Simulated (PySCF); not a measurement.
Compound: C₇H₁₂FN.
Atom-mapped SMILES: `[CH2:1]=[C:2]([CH2:3][CH3:4])[C@@H:5]1[NH:6][CH2:7][C@@H:8]1[F:9]`

NICS is the negative of the GIAO shielding at a point without a nucleus: at the ring centre (0) and 1 Å above and below it (1); zz is the component along the ring normal. Level: GIAO PBE0/pcSseg-1 (PySCF, non-relativistic, gas phase) on the GFN2-xTB geometry, one conformer.

Ring bond lengths (Å), with Mayer bond orders in brackets: C5–N6 1.467 (1.00), N6–C7 1.465 (0.98), C7–C8 1.529 (1.01), C8–C5 1.547 (0.96).

Q: What do the NICS probes read (ppm)?

A: 
| ring | type | NICS(0) | NICS(1), two faces | NICS(1)zz, two faces | rms pucker (Å) | centre to ring atoms, mean (Å) |
| --- | --- | --- | --- | --- | --- | --- |
| C5–N6–C7–C8 | 4-membered ring with N; formal bonds all single | -3.0 | -1.6 / 0.3 | -2.0 / 4.6 | 0.10 | 1.06 |

Q: What do they say, and how far can they be read as aromaticity?

A: 
- C5–N6–C7–C8: mean NICS(1)zz 1.3 ppm, near zero. C5, C7, C8 have four or more neighbours, and the NICS criterion for π rings isn't applied. The two faces differ by 6.6 ppm, so no symmetry operation interchanges them.

Q: At the second NICS(1) probe listed for ring C5–N6–C7–C8, 1 Å off the ring, what do the in-plane components average?

A: The isotropic value is a third of the trace: (3 × 0.3 − (4.6))/2 = -1.8 ppm.

Q: List the ring angles and the Hirshfeld charges of the ring atoms.

A: 
- C5–N6–C7–C8: C5 88.1° (+0.005 e), N6 92.3° (-0.180 e), C7 88.9° (-0.038 e), C8 86.8° (+0.066 e); sum 356.2° against 360° for a flat convex ring.

Conformer computed: `[CH2:1]=[C:2]([CH2:3][CH3:4])[C@@H:5]1[NH:6][CH2:7][C@@H:8]1[F:9]`: C1–C2–C3–C4 -98°, C1–C2–C5–N6 13°.
